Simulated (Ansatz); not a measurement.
A run for Ansatz (a program for electronic structure): U-CCSD(T)/cc-pV(D+d)Z on Cl2H2Si (SMILES Cl[SiH2]Cl), a point of a bond scan (R = 2.052 Å). Files ending in .json are basis or fitting sets from the Basis Set Exchange.

Ansatz 0.2 input:
```yaml
crystal:
  periodic: [false, false, false]
  atoms:
    - {symbol: Cl, position_ang: [-1.67606876, 0.43374004, -0.00367205]}
    - {symbol: Si, position_ang: [-0.01146751, -0.76596349, 0.02370896]}
    - {symbol: Cl, position_ang: [1.68829371, 0.38281595, -0.02160291]}
    - {symbol: H, position_ang: [-0.01654524, -1.54120689, 1.27268693]}
    - {symbol: H, position_ang: [-0.03073375, -1.61675610, -1.17493812]}
basis:
  gaussian:
    orbitals: cc-pV_D+d_Z.json
correlation: {method: ccsd_t, electrons: outside_noble_gas}
scf: {omitted_lower_state_checks: [cluster_reference]}
magnetization: {spin_polarized: true, initial_magnetization: 0}
```

It printed:

```
WARN ansatz: RAYON_NUM_THREADS=1 ignored (pool sized by the plan → 1); use --threads N
Functional definition: HF
these checks for a lower state are left out or cut short: cluster_reference
integrals: 0.11 GiB planned
818 factors; integrals over basis functions are off by at most 9.0e-4 eV
mean field: 0.36 GiB planned
mean field evaluation 1: about -32903.3284 eV, gradient 1.2e1 eV
mean field evaluation 2: about -32903.3529 eV, gradient 1.2e1 eV
mean field evaluation 4: about -32904.3455 eV, gradient 1.1e0 eV
mean field evaluation 8: about -32904.3578 eV, gradient 1.0e-3 eV
mean field -32904.35781770 eV, -1209.2128464257 hartree, gradient 6.8e-6 eV, S^2 0.000000; 0 other end points of the search recorded, 0 dependent functions left out
15 core orbitals not correlated
reference -32904.35781770 eV, -1209.2128464257 hartree; 10, 10 occupied and 54, 54 virtual orbitals, 818 factors
second order -10.11414622 eV of doubles, -0.00000000 eV of singles
coupled cluster: 0.34 GiB planned
cycle   1  -10.94815911 eV  change   -8.3e-1 eV  update   6.6e-2
cycle   2  -11.20674983 eV  change   -2.6e-1 eV  update   1.9e-2
cycle   3  -11.24190100 eV  change   -3.5e-2 eV  update   7.0e-3
cycle   4  -11.24031203 eV  change    1.6e-3 eV  update   1.6e-3
cycle   5  -11.23969745 eV  change    6.1e-4 eV  update   4.6e-4
cycle   6  -11.23959548 eV  change    1.0e-4 eV  update   1.3e-4
cycle   7  -11.23958747 eV  change    8.0e-6 eV  update   4.1e-5
cycle   8  -11.23959369 eV  change   -6.2e-6 eV  update   1.2e-5
perturbative correction -0.25859786 eV, -0.0095032962 hartree
Total energy: -32915.85600925 eV, -1209.6353971714 hartree
Checks for a lower state left out: cluster_reference
```

The calculation finished and met its thresholds.

Cost: around 8 core-seconds (rough).
